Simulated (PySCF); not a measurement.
NMR data simulated for an unnamed compound:

$^{1}$H NMR (300 MHz, computed): δ 7.66 (m, 1H), 6.55 (m, 1H), 2.58 (s, 3H).

$^{13}$C{$^{1}$H} NMR (computed): δ 167.1 (C), 163.1 (C), 150.5 (C), 131.7 (CH), 118.5 (CH), 17.2 (CH3).

How the numbers were obtained: geometry from GFN2-xTB, σ from GIAO-PBE0/pcSseg-1, in PySCF 2.14 (in vacuum, one averaged value for each set of equivalent atoms, no relativistic terms, a single conformation).

References, each an isolated molecule treated in the same way: $^{1}$H (σ = 31.72 ppm), $^{13}$C (σ = 186.93 ppm) against TMS.

Q: Which of these does the molecule contain: a vinyl group CH=CH2, an S-methyl group, a heteroaromatic ring, a benzene ring?

A: 
- A vinyl group CH=CH2: no.
- An S-methyl group: no.
- A heteroaromatic ring: yes.
- A benzene ring: no.

The data belong to SMILES C1=C(C)OC(C(=O)Cl)=C1, C6H5ClO2; they needn't prove each group on their own.

Carbon signals by region: 2 in the far downfield region (above 160 ppm), 3 in the sp2 and nitrile region (100–160 ppm), 1 below 50 ppm. Above 160 ppm: 167.1, substituted aromatic carbon next to the ring oxygen, 163.1, carbonyl carbon.

Carbons that carry Cl, above all several Cl atoms, come out too deshielded, partly because spin–orbit coupling is missing. Shifts are as computed. Against solution values, carbons near 30 ppm lie about +3 ppm off and those near 130 ppm about +5 ppm; carbons on Cl a further +6 ppm. Of 1211 compounds with measured shifts, 218 miss one by over three times the rms of a fit or turn the order of signals round; such compounds aren't used in these exercises. Multiplicities follow the n + 1 count of equivalent neighbours, as no J values were calculated; m marks all less simple cases, F and P coupling included.
